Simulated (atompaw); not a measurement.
selenium (Se) PAW (atompaw): all-electron and pseudo phase curves

selenium, PAW, made with atompaw 4.2.0.5 (PBE, scalar-relativistic). Core [Ne] 3s2, reference 3p6 3d10 4s2 4p4. Waves: 4s (bound): rc 1.55 bohr; 4s channel at -0.9 Ry: rc 1.55 bohr; 3p (bound): rc 0.70 bohr; 4p (bound): rc 1.55 bohr; 3d (bound): rc 1.10 bohr; 3d channel at -2 Ry: rc 1.10 bohr. Local part: troulliermartins scheme with l = 3 at -0.5 Ry, radius 1.30 bohr. Core correction: smooth core density matched at 0.95 bohr. Augmentation charge: sinc compensation charge, radius 1.20 bohr; PAW radius 1.55 bohr; waves and projectors: custom polynom2 7 10 vanderbiltortho.

The phase is arctan(r·u′/u) with u = r·R(r), unwrapped; energies in Ry, scanned from -13 to 5 Ry. A pole is an energy at which the radial function vanishes at the test radius. The pseudo phase is shifted by a multiple of π to meet the all-electron one at the reference energy, and phase errors are pseudo minus all-electron; the curves can meet again beyond the range given. Levels narrower than the energy grid can be missing from the lists of poles.

| channel | radius (bohr) | reference energy (Ry) | poles, all-electron | poles, pseudo | unbroken range about the reference energy with phases within 0.05 rad | phase error 1 Ry above the reference energy (rad) |
| --- | --- | --- | --- | --- | --- | --- |
| s | 1.55 | -1.27 | none | none | the whole range | +0.000 |
| p | 1.55 | -0.48 | -11.16 | -11.16, 4.04 | -11.2 to 1.6 | -0.015 |
| d | 1.55 | -3.90 | -3.67 | -3.67 | below 3.0 | +0.000 |

A Bessel basis up to 400 Ry misses an occupied level by 10.77 Ry, so cutoffs were not judged. Note: ghost state, extra bound levels that the all-electron valence spectrum of the same l lacks: s at -946.7 eV (other channels not judged).

Phases in the s channel:

| E (Ry) | all-electron | pseudo |
| --- | --- | --- |
| -13.00 | 1.373 | 1.369 |
| -12.04 | 1.361 | 1.358 |
| -11.08 | 1.348 | 1.346 |
| -10.12 | 1.333 | 1.331 |
| -9.16 | 1.315 | 1.314 |
| -8.20 | 1.292 | 1.292 |
| -7.24 | 1.264 | 1.263 |
| -6.28 | 1.226 | 1.225 |
| -5.32 | 1.172 | 1.172 |
| -4.36 | 1.089 | 1.089 |
| -3.40 | 0.949 | 0.949 |
| -2.44 | 0.669 | 0.669 |
| -1.48 | 0.066 | 0.066 |
| -0.52 | -0.698 | -0.698 |
| 0.44 | -1.113 | -1.113 |
| 1.40 | -1.309 | -1.309 |
| 2.36 | -1.417 | -1.417 |
| 3.32 | -1.487 | -1.487 |
| 4.28 | -1.537 | -1.538 |
